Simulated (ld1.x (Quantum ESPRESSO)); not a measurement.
## Transferability test, TM potential for Pt

platinum (Pt), norm-conserving Troullier–Martins (Kleinman–Bylander form), made with ld1.x (Quantum ESPRESSO) 7.5 (PBE, scalar-relativistic). Core [Kr] 4d10, reference 4f14 5s2 5p6 5d10 6s0 6p0. Waves: 5s (bound): rc 1.10 bohr; 5d (bound): rc 2.25 bohr; 4f (bound): rc 0.45 bohr; 5p (bound): rc 1.85 bohr. Local part: the p channel. Core correction: none.

Energies are relative to the spin-unpolarised reference configuration 4f14 5s2 5p6 5d10 6s0 6p0; without spin polarisation the order of configurations can differ from experiment. Not all tests gave a result: 3 of 7 tests not solved or not reliable. Left out of the table: 4f14 5s2 5p6 5d9 6s1 6p0 (solver errors, printed error -3.5 eV); 4f14 5s1 5p6 5d9 6s1 6p0 (solver errors, printed error -4.2 eV); 4f14 5s2 5p6 5d8 6s2 6p0 (solver errors, printed error -15.2 eV).

```json
{"valence configuration": "4f14 5s2 5p6 5d9 6s0 6p0", "charge": "+1", "ΔE all-electron (eV)": "9.212", "error AE − PS (meV)": "-0.7"}
{"valence configuration": "4f13 5s2 5p6 5d10 6s0 6p0", "charge": "+1", "ΔE all-electron (eV)": "78.151", "error AE − PS (meV)": "-1254"}
{"valence configuration": "4f14 5s2 5p6 5d7 6s0 6p0", "charge": "+3", "ΔE all-electron (eV)": "61.394", "error AE − PS (meV)": "-6.8"}
```

Question: What are ΔE and the potential's error for 4f14 5s2 5p6 5d8 6s0 6p0?

Answer: ΔE = 29.177 eV all-electron; the error (AE − PS) is -5.6 meV.

A Bessel basis up to 400 Ry misses an occupied level by 5.08 Ry, so cutoffs were not judged. Note: ghost state, extra bound levels that the all-electron valence spectrum of the same l lacks: s at -263.3 eV (other channels not judged).
